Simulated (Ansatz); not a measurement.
```yaml
crystal:
  periodic: [false, false, false]
  atoms:
    - {symbol: N, position_ang: [-0.719069, -0.341744, 0.740295]}
    - {symbol: In, position_ang: [0.788527, 0.348862, -0.801585]}
    - {symbol: F, position_ang: [1.951118, -1.211292, -0.746990]}
    - {symbol: F, position_ang: [-0.437463, 0.529961, -2.302530]}
    - {symbol: F, position_ang: [1.372191, 1.965643, 0.111689]}
    - {symbol: H, position_ang: [-0.750631, 0.308041, 1.519347]}
    - {symbol: H, position_ang: [-1.645250, -0.397734, 0.328968]}
    - {symbol: H, position_ang: [-0.467422, -1.258837, 1.094906]}
basis:
  gaussian: {orbitals: def2-SVPD}
hamiltonian: {xc: {name: wB97X}, pseudopotentials: {relativity: none}}
output: {forces: true}
```

```sh
$ ansatz run in.yaml --threads 4 --pin off --events-out ev --progress --plain --max-ram 10444MiB
```

It prints (some lines left out):

```
Functional definition: wB97X
1288 factors; their error is unknown
485 factors; integrals over basis functions are off by at most 1.2e-5 eV
mean field evaluation 1: about -14850.9206 eV, gradient 6.9e1 eV
mean field evaluation 2: about -14848.0208 eV, gradient 8.7e1 eV
mean field evaluation 4: about -14858.9474 eV, gradient 2.2e0 eV
mean field evaluation 8: about -14858.9475 eV, gradient 4.7e-2 eV
mean field evaluation 16: about -14859.0094 eV, gradient 3.9e-5 eV
mean field -14859.00937717 eV, -546.0585228127 hartree, gradient 3.9e-5 eV, S^2 0.000000; 0 other end points of the search recorded, 0 dependent functions left out
reference -14859.00933050 eV, -546.0585210976 hartree; 29, 29 occupied and 116, 116 virtual orbitals, 1288 factors
Total energy: -14859.00933050 eV, -546.0585210976 hartree
Atom 0 at    -0.719069    -0.341744     0.740295 Å, force     0.106992     0.048765    -0.109246 eV/Å
Atom 1 at     0.788527     0.348862    -0.801585 Å, force    -0.101811    -0.047139     0.103370 eV/Å
Atom 2 at     1.951118    -1.211292    -0.746990 Å, force     0.329006    -0.435022     0.012765 eV/Å
Atom 3 at    -0.437463     0.529961    -2.302530 Å, force    -0.340444     0.052841    -0.423205 eV/Å
Atom 4 at     1.372191     1.965643     0.111689 Å, force     0.166672     0.453867     0.252339 eV/Å
Atom 5 at    -0.750631     0.308041     1.519347 Å, force    -0.016278     0.114307     0.153306 eV/Å
Atom 6 at    -1.645250    -0.397734     0.328968 Å, force    -0.179863    -0.014930    -0.064919 eV/Å
Atom 7 at    -0.467422    -1.258837     1.094906 Å, force     0.035725    -0.172688     0.075589 eV/Å
Dipole moment:    -0.864643    -0.395685     0.884935 e Å
```

Hardware: 4 threads of an Arm Neoverse V2 on a shared host. Wall time 4.5 s, peak host memory 0.5 GiB.
